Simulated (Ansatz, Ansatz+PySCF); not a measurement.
```xyz
2

N     0.0000    0.0000   -0.8233
N     0.0000    0.0000    0.8233
```

Basis set: cc-pVDZ (spherical functions). Left uncorrelated: 2 orbitals. Charge 0, multiplicity 1.

Computed with Ansatz (development build ahead of 0.2.0); each method stands on the lowest determinant of its kind that the runs found. Restricted open shells among the atoms or ions are ROHF, correlated in semicanonical orbitals with singles. Restricted functionals stand beside restricted open-shell atoms, which can lie above the unrestricted atoms usual in DFT and then raise those values.

Give the atomization energy at this shape (free ground-state atoms in the same class of orbitals less the molecule, no zero-point energy) of singlet N2 by ωB97X (unrestricted), r²SCAN (unrestricted), r²SCAN (restricted), ωB97X (restricted), PBE (unrestricted), PBE (restricted), PBE0 (unrestricted), PBE0 (restricted), RHF-MP2, UHF, RHF, RHF-CCSD(T).

```tsv
method	atomization energy
ωB97X (unrestricted)	60.00 kcal/mol
r²SCAN (unrestricted)	64.28 kcal/mol
r²SCAN (restricted)	47.85 kcal/mol
ωB97X (restricted)	33.19 kcal/mol
PBE (unrestricted)	88.28 kcal/mol
PBE (restricted)	85.37 kcal/mol
PBE0 (unrestricted)	62.67 kcal/mol
PBE0 (restricted)	37.55 kcal/mol
RHF-MP2	-12.20 kcal/mol
UHF	-1.54 kcal/mol
RHF	-117.35 kcal/mol
RHF-CCSD(T)	95.54 kcal/mol
```

Caution: the shape is not the minimum. Caution for ωB97X (unrestricted), PBE0 (unrestricted), RHF-MP2, UHF, RHF, RHF-CCSD(T): the determinant breaks the point group. Caution for ωB97X (unrestricted), PBE0 (unrestricted), UHF: the unrestricted determinant is a mixture of spin states. Caution for r²SCAN (unrestricted): the unrestricted determinant is spin contaminated. Caution for r²SCAN (restricted), ωB97X (restricted), PBE0 (restricted), RHF-MP2, RHF, RHF-CCSD(T): an unrestricted determinant lies well below. Caution for RHF-MP2: another reference gives a lower total. Caution for RHF-MP2, RHF-CCSD(T): large amplitudes, a single reference is doubtful. Caution for RHF: the molecule lies well above its atoms at this level.
